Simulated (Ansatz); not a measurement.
Level of theory: frozen-core CCSD(T)/def2-TZVPP // B3LYP-D3(BJ)/def2-TZVP run with Ansatz (a program for electronic structure).

Ansatz 0.2 input:
```yaml
crystal:
  periodic: [false, false, false]
  atoms:
    - { symbol: C, position_ang: [1.883996, -0.189093, -0.169595] }
    - { symbol: In, position_ang: [-0.086607, -0.150506, 0.880677] }
    - { symbol: C, position_ang: [-1.885173, 0.187612, -0.399365] }
    - { symbol: H, position_ang: [1.902904, -1.070738, -0.813346] }
    - { symbol: H, position_ang: [2.715092, -0.227416, 0.530403] }
    - { symbol: H, position_ang: [1.955967, 0.70807, -0.787317] }
    - { symbol: H, position_ang: [-2.809317, 0.077286, 0.163053] }
    - { symbol: H, position_ang: [-1.857153, -0.533419, -1.218639] }
    - { symbol: H, position_ang: [-1.819718, 1.198201, -0.807653] }
basis:
  gaussian: { orbitals: def2-TZVPP }
correlation:
  method: ccsd_t
magnetization:
  spin_polarized: true
  initial_magnetization: 1
```

Output:

```
Functional definition: HF
1309 factors; integrals over basis functions are off by at most 1.1e-3 eV
mean field evaluation 1: about -7299.9885 eV, gradient 2.7e1 eV
mean field evaluation 2: about -7299.9917 eV, gradient 2.7e1 eV
mean field evaluation 4: about -7304.3223 eV, gradient 2.6e0 eV
mean field evaluation 8: about -7304.4691 eV, gradient 2.0e-1 eV
mean field evaluation 16: about -7304.4440 eV, gradient 8.9e-1 eV
mean field evaluation 32: about -7302.4258 eV, gradient 3.6e-1 eV
mean field evaluation 64: about -7301.1718 eV, gradient 1.1e-3 eV
mean field evaluation 96: about -7300.9146 eV, gradient 9.0e-3 eV
mean field evaluation 128: about -7300.4214 eV, gradient 1.7e0 eV
mean field -7304.47096316 eV, -268.4343567481 hartree, gradient 5.9e-6 eV, S^2 0.764153; 3 other end points of the search recorded, 0 dependent functions left out
determinant -7304.47096316 eV, -268.4343567481 hartree, with singles and doubles -7322.65138035 eV, -269.1024747565 hartree
determinant -7302.43494494 eV, -268.3595344582 hartree, with singles and doubles -7320.70591156 eV, -269.0309800973 hartree
determinant -7301.17184731 eV, -268.3131164766 hartree, with singles and doubles -7319.55830685 eV, -268.9888064020 hartree
6 core orbitals not correlated
reference -7304.47096316 eV, -268.4343567481 hartree; 14, 13 occupied and 176, 177 virtual orbitals, 1309 factors
second order -17.30407750 eV of doubles, -0.00000000 eV of singles
cycle   1  -17.96307202 eV  change    -1.0e0 eV  update   2.5e-2
cycle   2  -17.99401789 eV  change   -3.1e-2 eV  update   5.9e-3
cycle   3  -17.99382401 eV  change    1.9e-4 eV  update   2.5e-3
cycle   4  -17.99486677 eV  change   -1.0e-3 eV  update   1.0e-3
cycle   5  -17.99536061 eV  change   -4.9e-4 eV  update   4.6e-4
cycle   6  -17.99544847 eV  change   -8.8e-5 eV  update   1.8e-4
cycle   7  -17.99556629 eV  change   -1.2e-4 eV  update   6.6e-5
cycle   8  -17.99556612 eV  change    1.7e-7 eV  update   2.5e-5
perturbative correction -0.63415458 eV, -0.0233047509 hartree
Total energy: -7323.10068387 eV, -269.1189863561 hartree
```

Cost: around 9 core-minutes (rough).
